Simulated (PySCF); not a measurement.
Si(Cl)(Me)(SiH3)2 (CH₉ClSi₃), SMILES C[Si]([SiH3])([SiH3])Cl.

Coordinates come from a PBE0-D3(BJ)/def2-SVP optimisation.

Level of theory: PySCF with TDDFT-PBE0/def2-SVPD.

Vertical excitations. The molecule is in vacuum. State labels are in the subgroup Cs.

Computed lowest excited states:
```json
[
 {"state": "S1", "symmetry": "A\"", "energy (eV)": "5.71", "λ (nm)": "217", "f": "0.002", "main pairs": "HOMO→LUMO 96 %"},
 {"state": "S2", "symmetry": "A\"", "energy (eV)": "6.22", "λ (nm)": "199", "f": "0.102", "main pairs": "HOMO→LUMO+1 93 %"},
 {"state": "S3", "symmetry": "A'", "energy (eV)": "6.45", "λ (nm)": "192", "f": "0.014", "main pairs": "HOMO−1→LUMO 96 %"},
 {"state": "S4", "symmetry": "A\"", "energy (eV)": "6.82", "λ (nm)": "182", "f": "0.002", "main pairs": "HOMO→LUMO+2 86 %, HOMO→LUMO+3 13 %"},
 {"state": "S5", "symmetry": "A'", "energy (eV)": "6.97", "λ (nm)": "178", "f": "0.022", "main pairs": "HOMO−1→LUMO+1 91 %"},
 {"state": "S6", "symmetry": "A\"", "energy (eV)": "7.05", "λ (nm)": "176", "f": "0.325", "main pairs": "HOMO→LUMO+3 83 %, HOMO→LUMO+2 13 %"},
 {"state": "S7", "symmetry": "A'", "energy (eV)": "7.20", "λ (nm)": "172", "f": "0.034", "main pairs": "HOMO→LUMO+4 75 %, HOMO→LUMO+5 14 %"},
 {"state": "S8", "symmetry": "A'", "energy (eV)": "7.47", "λ (nm)": "166", "f": "0.066", "main pairs": "HOMO→LUMO+5 61 %, HOMO−1→LUMO+2 13 %, HOMO→LUMO+4 12 %"},
 {"state": "S9", "symmetry": "A'", "energy (eV)": "7.58", "λ (nm)": "164", "f": "0.018", "main pairs": "HOMO−1→LUMO+2 48 %, HOMO−3→LUMO 31 %, HOMO→LUMO+5 12 %"},
 {"state": "S10", "symmetry": "A\"", "energy (eV)": "7.61", "λ (nm)": "163", "f": "0.052", "main pairs": "HOMO−2→LUMO 80 %"},
 {"state": "T1", "symmetry": "A\"", "energy (eV)": "5.06", "λ (nm)": "245", "f": "0", "main pairs": "HOMO→LUMO 97 %"},
 {"state": "T2", "symmetry": "A\"", "energy (eV)": "5.46", "λ (nm)": "227", "f": "0", "main pairs": "HOMO→LUMO+1 94 %"},
 {"state": "T3", "symmetry": "A'", "energy (eV)": "5.89", "λ (nm)": "210", "f": "0", "main pairs": "HOMO−1→LUMO 86 %"},
 {"state": "T4", "symmetry": "A'", "energy (eV)": "6.31", "λ (nm)": "197", "f": "0", "main pairs": "HOMO−1→LUMO+1 66 %, HOMO→LUMO+4 16 %"}
]
```
Triplets are in the Tamm–Dancoff approximation, which puts them higher than full response would, so one can lie above its singlet here.
